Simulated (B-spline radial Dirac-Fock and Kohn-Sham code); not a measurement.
The M4-N45N45 Auger spectrum of Bi²⁺

System: bismuth as Bi²⁺, configuration 1s2 2s2 2p6 3s2 3p6 3d10 4s2 4p6 4d10 4f14 5s2 5p6 5d10 6s2 6p1, inside a Watson sphere of charge -2 and radius 2.2 Å (a model of the Madelung potential; inside it an electron's potential energy is raised by 13.1 eV).

The computed values come from a B-spline atomic structure program: multi-electron Dirac-Fock with separately optimised hole states, Breit and Lamb-shift corrections added in first order. The two-hole levels come from diagonalising the Coulomb interaction among the jj configurations; intensities are independent-particle Coulomb rates. Kinetic energies are from the vacuum level. Electron correlation is not included. Open outer shells are spectators and are not coupled to the holes.

| kinetic energy (eV) | J | leading jj holes (weight) | leading LS term (weight) |
| --- | --- | --- | --- |
| 1697.2 | 0 | N4N4 (0.98) | ¹S0 (0.54) |
| 1707.5 | 2 | N4N4 (0.99) | ³F2 (0.58) |
| 1727.3 | 4 | N4N5 (0.99) | ¹G4 (0.88) |
| 1728.1 | 1 | N4N5 (1.00) | ³P1 (1.00) |
| 1729.8 | 2 | N4N5 (0.99) | ³P2 (0.51) |
| 1733.8 | 3 | N4N5 (1.00) | ³F3 (1.00) |
| 1745.2 | 0 | N5N5 (0.98) | ³P0 (0.54) |
| 1753.2 | 2 | N5N5 (1.00) | ¹D2 (0.49) |
| 1756.8 | 4 | N5N5 (0.99) | ³F4 (0.88) |

The intensity is shared as follows: 1727.3 eV 29.1 %, 1707.5 eV 25.5 %, 1733.8 eV 14.4 %, 1729.8 eV 13.1 %, 1728.1 eV 8.9 %, 1697.2 eV 8.3 %, 1753.2 eV 0.4 %, 1756.8 eV 0.1 %, 1745.2 eV 0.0 %.

The strongest line, by its leading LS label ¹G4, lies at 1727.3 eV. The mean weight of the leading component is 0.99 in jj and 0.71 in LS coupling, so jj labels describe these levels better.
